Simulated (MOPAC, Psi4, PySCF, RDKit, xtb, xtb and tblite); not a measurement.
Two geometries of SMILES C#CCC[Si](F)(F)F, relaxed at GFN2-xTB with one dihedral held; other torsions can differ between them too.

Structure A

```
13

C     -3.1489     0.1972     0.2552
C     -2.0146    -0.1372     0.4362
C     -0.6277    -0.5056     0.6344
C      0.3044     0.4183    -0.1783
Si     2.0733     0.4273     0.4459
F      2.8043    -0.9816     0.3889
F      2.2002     0.8582     1.9687
F      3.0433     1.4113    -0.3347
H     -4.1491     0.4778     0.1108
H     -0.4063    -0.4221     1.7025
H     -0.4773    -1.5466     0.3402
H     -0.0933     1.4360    -0.1215
H      0.2553     0.1353    -1.2315
```

Structure B

```
13

C      3.1555     0.2073     0.2978
C      2.0212    -0.1413     0.4499
C      0.6359    -0.5347     0.6032
C     -0.3027     0.4252    -0.1697
Si    -1.7197    -0.4410    -1.0413
F     -1.2428    -1.5467    -2.0751
F     -2.7073    -1.2280    -0.0776
F     -2.6627     0.5207    -1.8807
H      4.1557     0.4961     0.1715
H      0.3730    -0.5481     1.6627
H      0.5410    -1.5575     0.2263
H     -0.6672     1.1980     0.5086
H      0.2930     0.9498    -0.9228
```

Problem. Which is lower in energy at the level DF-MP2 (frozen core)/cc-pVTZ // GFN2-xTB run with Psi4 1.11, and by how much?

Solution. A is lower, by 6.75 kJ/mol (dihedral C2–C3–C4–Si5: 160° in A, 140° in B).

E(B) − E(A) in kJ/mol at the other levels, on the same two geometries: GFN2-xTB (xtb and tblite) 5.34; MMFF94 // GFN2-xTB (RDKit) 8.36; PBE/def2-SVP // GFN2-xTB (Psi4) 6.92; PBE-D3(BJ)/def2-SVP // GFN2-xTB (Psi4) 6.89; HF/cc-pVTZ // GFN2-xTB (Psi4) 7.14; UFF // GFN2-xTB (RDKit) 9.88; PM3, restricted, heats of formation // GFN2-xTB (MOPAC) 3.58; PM7, restricted, heats of formation // GFN2-xTB (MOPAC) 3.02; GFN1-xTB // GFN2-xTB (xtb) 3.72; restricted B3LYP/6-31G*, spherical d, density fitting // GFN2-xTB (PySCF) 7.31; restricted B3LYP/6-311+G**, spherical d, density fitting // GFN2-xTB (PySCF) 6.34; restricted LDA (SVWN5)/6-31G*, spherical d, density fitting // GFN2-xTB (PySCF) 7.40; restricted Hartree-Fock/STO-3G // GFN2-xTB (PySCF) 7.42.

MMFF94 has few fitted parameters for silicon.
